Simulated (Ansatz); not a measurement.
Reaction (germylene formation by 1,1-elimination): `C[S][GeH2][CH3]` → `[CH3][GeH]` + CH₃SH

Isolated molecules relaxed with PBE0-D4/def2-TZVP in Ansatz; ΔE leaves out vibrations. CCSD(T)/CBS is the MP2 limit (def2-TZVPP, def2-QZVPP) plus CCSD(T) − MP2 in def2-TZVPP, frozen cores. This one scheme is used for every species. Functionals use def2-TZVPP. For Ge outer-core shells are correlated without core-valence functions, which leaves a few kJ/mol of doubt a bond. Scalar relativity is left out up to krypton. One conformer a species, not always the lowest.

(1) Is it downhill or uphill in electronic energy at CCSD(T)/CBS, and by how much? (Best estimate.)

(2) What do these levels give: PBE-D4, BLYP-D4, B2PLYP, PBE, SCS-MP2/def2-TZVPP, MP2/def2-QZVPP? (Estimate.)

Largest T1 diagnostic among the species: 0.011.

Results:

(1) The calculation gave: Uphill: ΔE = +2.21 eV.

(2) Ansatz gave: PBE-D4 2.18, BLYP-D4 1.92, B2PLYP 2.10, PBE 2.07, SCS-MP2/def2-TZVPP 2.28, MP2/def2-QZVPP 2.42 eV.

From PBE to PBE0 (25 % exact exchange), in def2-TZVPP and without D4, ΔE moves by +0.13 eV. In def2-TZVPP, CCSD(T) changes the Hartree–Fock value by +0.31 eV (the triples alone add +0.06 eV) and MP2 by +0.51 eV. The D4 term adds +0.17 eV with B3LYP and +0.10 eV with PBE0; it sums over pairs of atoms, weighted by their polarisabilities, and B3LYP, whose exchange is more repulsive, gets the larger term.

B3LYP here is the variant with VWN-RPA as its local correlation; programs differ in this.
